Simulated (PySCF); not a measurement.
# Correlation energy of Be (beryllium, neutral)

[He] 2p2, high-spin 3P determinant (an excited configuration). All numbers are calculated (PySCF 2.14, the non-relativistic Hamiltonian (point nucleus), in aug-cc-pVDZ (4s3p2d, 23 functions)). Frozen: 1s2; 2 electrons correlated.

With two correlated electrons CCSD is exact within the correlated space (frozen core and kept virtual orbitals).

```tsv
level	correlation energy (mhartree)
CCSD	-8.28
```

Diagnostics: T1 = 0.0033, D1 = 0.0047, largest double amplitude 0.064.

Cost of the coupled-cluster step: roughly 0.07 core-seconds, for 2 correlated electrons.

Iterations:

```
CC2 = 0
CCSD nocc = (np.int64(2), np.int64(0)), nmo = (22, 22)
frozen orbitals [[0], [0]]
max_cycle = 100
direct = 0
conv_tol = 1e-08
conv_tol_normt = 1e-06
diis_space = 8
diis_start_cycle = 0
Init t2, MP2 energy = -0.00510104555245543
Init E_corr(UCCSD) = -0.00510104556556672
cycle = 1  E_corr(UCCSD) = -0.00703171731901581  dE = -0.00193067175  norm(t1,t2) = 0.0270589
cycle = 2  E_corr(UCCSD) = -0.00777762901806995  dE = -0.000745911699  norm(t1,t2) = 0.0112639
cycle = 3  E_corr(UCCSD) = -0.00828887381060418  dE = -0.000511244793  norm(t1,t2) = 0.0049377
cycle = 4  E_corr(UCCSD) = -0.00828100721585503  dE = 7.86659475e-06  norm(t1,t2) = 0.000758016
cycle = 5  E_corr(UCCSD) = -0.00828309469276718  dE = -2.08747691e-06  norm(t1,t2) = 9.20578e-05
cycle = 6  E_corr(UCCSD) = -0.00828224211261162  dE = 8.52580156e-07  norm(t1,t2) = 1.39245e-05
cycle = 7  E_corr(UCCSD) = -0.0082825073672321  dE = -2.6525462e-07  norm(t1,t2) = 3.00548e-06
cycle = 8  E_corr(UCCSD) = -0.00828250913920765  dE = -1.77197554e-09  norm(t1,t2) = 1.71918e-07
UCCSD converged
E(UCCSD) = -14.34291635197897  E_corr = -0.008282509139207646
```
